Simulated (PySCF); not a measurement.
**Ca¹⁰⁺ (calcium, charge +10): Hartree-Fock from Schrödinger to Dirac-Coulomb-Breit**

Occupied: 1s1/2, 2s1/2, 2p1/2, 2p3/2. Hartree-Fock calculated with PySCF 2.14 in an even-tempered Gaussian basis (17 s from 0.44 bohr⁻², ratio 2.7; 12 p from 0.53 bohr⁻², ratio 2.7), Gaussian nucleus throughout. NR is non-relativistic, sf-X2C the spin-free one-electron X2C Hamiltonian, X2C adds the bare one-electron spin-orbit term, X2C-SNSO screens it by Boettger's factors, DC is four-component Dirac-Coulomb, and the Gaunt and Breit terms are added at first order (total energies over the DC spinors, levels after relaxing the spinors in that mean field). QED terms are absent. Levels marked empty are virtual spinors of this ion.

| Hamiltonian | E (hartree) | E − E(DC) (hartree) | CPU seconds |
| --- | --- | --- | --- |
| NR | -640.3711 | 2.8719 | 0.15 |
| sf-X2C | -643.1699 | 0.0731 | 0.08 |
| X2C | -643.1740 | 0.0690 | 0.1 |
| X2C-SNSO | -643.1732 | 0.0698 | 0.1 |
| DC | -643.2430 | 0.0000 | 4.2 |
| DC+Gaunt | -643.0445 | 0.1985 | 8.1 |
| DC+Breit | -643.0598 | 0.1832 | 26 |

```tsv
level (eV)	NR	sf-X2C	X2C	X2C-SNSO	DC	DC+Gaunt	DC+Breit
1s1/2	-4302.4	-4323.5	-4323.5	-4323.5	-4324.9	-4321.6	-4321.8
2s1/2	-678.06	-682.51	-682.51	-682.51	-682.63	-682.41	-682.42
2p1/2	-593.59	-594.35	-597.30	-597.00	-597.02	-596.62	-596.67
2p3/2	-593.59	-594.35	-592.90	-593.05	-593.12	-592.85	-592.90
3s1/2 (empty)	-209.73	-210.65	-210.65	-210.65	-210.67	-210.63	-210.63
3p1/2 (empty)	-188.30	-188.56	-189.05	-189.00	-189.00	-188.94	-188.95
3p3/2 (empty)	-188.30	-188.56	-188.32	-188.35	-188.36	-188.31	-188.32
```

```json
{"interval (eV)": "2p3/2 − 2p1/2", "X2C": "4.399", "X2C-SNSO": "3.956", "DC": "3.903", "DC+Gaunt": "3.770", "DC+Breit": "3.771"}
{"interval (eV)": "3p3/2 − 3p1/2", "X2C": "0.7279", "X2C-SNSO": "0.6547", "DC": "0.6466", "DC+Gaunt": "0.6229", "DC+Breit": "0.6229"}
```

Weight of the small component: 1s1/2 0.00512, 2s1/2 0.000889, 2p1/2 0.000857, 2p3/2 0.000850, 3s1/2 0.000234, 3p1/2 0.000220, 3p3/2 0.000219.

Koopmans' value for the highest occupied level at DC+Breit: 592.90 eV, against an ionisation energy of 591.6 ± 0.12 eV (semi-empirical (NIST evaluation); NIST Atomic Spectra Database, ionization energies); the former lacks relaxation, correlation, QED and recoil.

The whole ladder took 40 s of wall time on 1 thread of Intel(R) Xeon(R) 6975P-C (shared host), launched as `OMP_NUM_THREADS=1 python relrun2.py TASK.json OUT` (a driver that calls PySCF for each Hamiltonian).

Dirac-Coulomb iterations, started from the X2C spinors:

```
with_ssss True, with_gaunt False, with_breit False
light speed = 137.03599967994
init E= -643.039847800022
cycle= 1 E= -643.242995351701  delta_E= -0.203  |g|= 0.073  |ddm|= 0.01
cycle= 2 E= -643.243001070285  delta_E= -5.72e-06  |g|= 0.00175  |ddm|= 0.00106
cycle= 3 E= -643.243001138969  delta_E= -6.87e-08  |g|= 0.000218  |ddm|= 0.000157
cycle= 4 E= -643.243001140085  delta_E= -1.12e-09  |g|= 1.27e-06  |ddm|= 1.67e-05
```
